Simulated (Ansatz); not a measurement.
Consider the ligand exchange at the Si–C bond: `O[SiH](S)CF` + HI → `O[SiH](S)I` + `CF`.

Calculated with Ansatz (gas phase, PBE0-D4/def2-TZVP geometries, no zero-point term in ΔE). CCSD(T)/CBS is the MP2 limit (def2-TZVPP, def2-QZVPP) plus CCSD(T) − MP2 in def2-TZVPP, frozen cores. This one scheme is used for every species. DFT in def2-TZVPP. HSE06 is defined as in plane-wave codes. def2 core potentials past Kr. For I outer-core shells are correlated without core-valence functions, which leaves a few kJ/mol of doubt a bond. One conformer a species, not always the lowest.

(1) Is it downhill or uphill in electronic energy at CCSD(T)/CBS, and by how much? (An estimate is asked.)

(2) What do these levels give: r2SCAN-D4, HSE06-D4, PBE, r2SCANh, CCSD(T)/def2-SVP, MP2/def2-TZVPP? (Best estimate.)

Largest T1 diagnostic among the species: 0.012.

Answers

(1) Computed: Downhill: ΔE = -106.7 kJ/mol.

(2) Computed: r2SCAN-D4 -102.8, HSE06-D4 -105.8, PBE -100.2, r2SCANh -104.3, CCSD(T)/def2-SVP -90.0, MP2/def2-TZVPP -110.3 kJ/mol.

From r2SCAN to r2SCAN0 (25 % exact exchange), in def2-TZVPP and without D4, ΔE moves by −3.2 kJ/mol. Leaving LDA and LC-ωPBE aside and taking each functional with its dispersion term where it has one, the values, not all of them listed here, spread over 13.5 kJ/mol, from PBE-QIDH to CAM-B3LYP-D4. LDA lies +7.9 kJ/mol from PBE without D4. At CCSD(T), def2-SVP lies +16.7 kJ/mol from the extrapolated value and def2-TZVPP +8.9 kJ/mol.
